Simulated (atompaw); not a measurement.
Before and after: PAW (atompaw) potential for Nd

```json
{
  "Element": "Nd",
  "Generator": "atompaw 4.2.0.5",
  "Type": "PAW",
  "Functional": "LDA (PW92)",
  "Relativity": "scalar-relativistic",
  "Frozen core": "[Kr] 4d10 4f3",
  "Valence charge": "11",
  "Reference configuration": "5s2 5p6 5d1 6s1.5 6p0 (charge +0.5)",
  "Partial waves": "5s (bound): rc 2.05 bohr; 6s (bound): rc 2.15 bohr; 5p (bound): rc 2.55 bohr; 6p (bound, empty): rc 3.00 bohr; 5d (bound): rc 3.00 bohr; 5d channel at 3.35 Ry: rc 3.00 bohr",
  "Local potential": "bessel scheme, radius 2.90 bohr",
  "Core correction": "smooth core density matched at 2.20 bohr",
  "Augmentation charge": "sinc compensation charge, radius 2.85 bohr; PAW radius 3.00 bohr; waves and projectors: custom rrkj gramschmidtortho"
}
```

Change: all radii scaled by about 0.88 (s 1.80, p 2.24, d 2.64 bohr); local potential bessel scheme, radius 2.56 bohr; augmentation sinc compensation charge, radius 2.52 bohr; PAW radius 2.64 bohr; waves and projectors: custom rrkj gramschmidtortho; core correction smooth core density matched at 1.94 bohr.

Cutoffs: the cutoffs (Ry, on a coarse ladder) from which the occupation-weighted sum of valence levels, in a spherical-Bessel basis at the reference potential, stays within 10 and 1 mRy of its value at 400 Ry; they do not see the model core or the augmentation charge, which bear on the density cutoff.

Task: What does the change do?

Result: The potential gets harder (15 Ry and 21 Ry → 15 Ry and 30 Ry); neither file shows a bound ghost. A smaller radius makes the pseudo-wave follow the all-electron one further in, where it bends more sharply, so more plane waves are needed.

```csv
quantity,base,changed
"cutoff, loose",15 Ry,15 Ry
"cutoff, tight",21 Ry,30 Ry
loose cutoff by channel (10 mRy a level),"s 10 Ry, p 10 Ry, d 8 Ry","s 12 Ry, p 12 Ry, d 12 Ry"
bound ghosts,none,none
lowest overlap eigenvalue by channel,"s 0.23, p 0.09, d 0.86","s 0.36, p 0.11, d 0.87"
```

 The cutoffs see the waves, projectors and local potential, not the compensation charge or the core.
